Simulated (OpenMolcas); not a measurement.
Ir VIII.

```yaml
Program: OpenMolcas
Basis: ANO-RCC-VTZP [8s7p5d3f1g]
Scalar_Hamiltonian: DKH2, point nucleus
Active_space: 2 electrons in 5 orbitals (5d)
State_averaging: 2S+1 = 3 even, 10 roots; 2S+1 = 1 even, 15 roots
Spin-orbit_coupling: RASSI with atomic mean-field integrals over the reference wave functions, term energies averaged over their components
```

Two sets of levels on these reference wave functions, in cm⁻¹ above 5d² ³F₂: one from CASSCF and one from SS-CASPT2, IPEA 0.25 Eh, imaginary shift 0.1 Eh (closed shells correlated: 5s 5p).

```json
{"Level": "5d² ³F₂", "Set 1": "0.0", "Set 2": "0.0"}
{"Level": "5d² ³F₃", "Set 1": "12740", "Set 2": "13090"}
{"Level": "5d² ³P₀", "Set 1": "19730", "Set 2": "17850"}
{"Level": "5d² ³F₄", "Set 1": "22380", "Set 2": "22300"}
{"Level": "5d² ³P₁", "Set 1": "27690", "Set 2": "26250"}
{"Level": "5d² ¹G₄", "Set 1": "38920", "Set 2": "37400"}
{"Level": "5d² ³P₂ [55 %]", "Set 1": "41780", "Set 2": "39980"}
{"Level": "5d² ¹S₀", "Set 1": "71760", "Set 2": "66490"}
```

Q: Which set is which?

A: Set 2 is SS-CASPT2. Its levels of the other terms of 5d² lie at 0.91 to 0.96 of the other set's values, as expected, since terms of lower spin or lower L gain more correlation energy than the Hund ground term. Against 6 measured levels (van het Hof, Joshi, Wyart and Sugar, J. Res. Natl. Inst. Stand. Technol. 100, 687 (1995)) the mean absolute deviation is 890 cm-1 with it and 2500 cm-1 without; single levels miss by up to 1500 cm-1 with it.

CASPT2 breaks the degeneracy within a term, and the mean is taken; among the terms shown or strongly mixed into the levels shown the widest spread is 440 cm-1 (5d² ³F, SS-CASPT2). Without dynamic correlation excited terms often stand tens of per cent too high (terms of higher spin than the ground term too low), and those without a measured partner can miss by more than the paired ones (holds for CASSCF). Measured partners are found by configuration, term and J. A level has none where our copy of the source lacks it or the pairing is in doubt (some pairs that miss far off the trend of their configuration count as doubtful), and it then counts in no deviation. Only configurations of the active space appear. The table leaves out levels that lie high or whose names do not pair safely across all columns.

A share in square brackets marks a mixed level and gives the weight of the term that names it, the lowest over the columns.
